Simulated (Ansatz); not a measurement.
Relaxation of FeCl₃ with UKS r2SCAN-D4/def2-SVP.

```sh
$ ansatz run in.yaml --threads 4 --pin off --events-out ev --progress --plain --max-ram 3916MiB
```

```yaml
crystal:
  periodic: [false, false, false]
  atoms:
    - {symbol: Fe, position_ang: [-0.005230, 0.001200, 0.478860]}
    - {symbol: Cl, position_ang: [1.993670, -0.026240, -0.138090]}
    - {symbol: Cl, position_ang: [-0.973760, 1.737200, -0.172400]}
    - {symbol: Cl, position_ang: [-1.014690, -1.712160, -0.168370]}
basis:
  gaussian: {orbitals: def2-SVP}
magnetization: {spin_polarized: true, initial_magnetization: 5}
hamiltonian: {xc: r2scan, dispersion: d4}
scf: {omitted_lower_state_checks: [starts]}
output: {orbitals: {seedname: orbitals}}
relax: {f_tol: 0.02, max_steps: 100}
```

Hardware: 4 threads of Arm Neoverse V1 on a shared host. Wall time 21 s.

Positions (Å) and forces (eV/Å) at steps 1, 2, 3, 4 of 4:

```xyz
4
step=1 energy=-71940.2674 eV
Fe   -0.005    0.001    0.479    0.010    0.007   -0.049
Cl    1.994   -0.026   -0.138    1.058   -0.011    0.030
Cl   -0.974    1.737   -0.172   -0.519    0.927    0.010
Cl   -1.015   -1.712   -0.168   -0.549   -0.923    0.010
4
step=2 energy=-71940.5104 eV
Fe   -0.004    0.001    0.323    0.006   -0.002   -0.581
Cl    2.113   -0.026   -0.085   -0.136    0.002    0.192
Cl   -1.032    1.842   -0.121    0.064   -0.116    0.194
Cl   -1.077   -1.816   -0.117    0.067    0.116    0.194
4
step=3 energy=-71940.5970 eV
Fe   -0.002    0.000    0.123    0.002    0.000   -0.145
Cl    2.134   -0.027   -0.018    0.067   -0.001    0.049
Cl   -1.043    1.861   -0.055   -0.034    0.059    0.048
Cl   -1.089   -1.835   -0.050   -0.035   -0.058    0.048
4
step=4 energy=-71940.6102 eV
Fe    0.000    0.000    0.009    0.002    0.000   -0.011
Cl    2.144   -0.027    0.020   -0.004    0.000    0.004
Cl   -1.049    1.871   -0.017    0.001   -0.004    0.004
Cl   -1.095   -1.844   -0.012    0.001    0.004    0.004
```
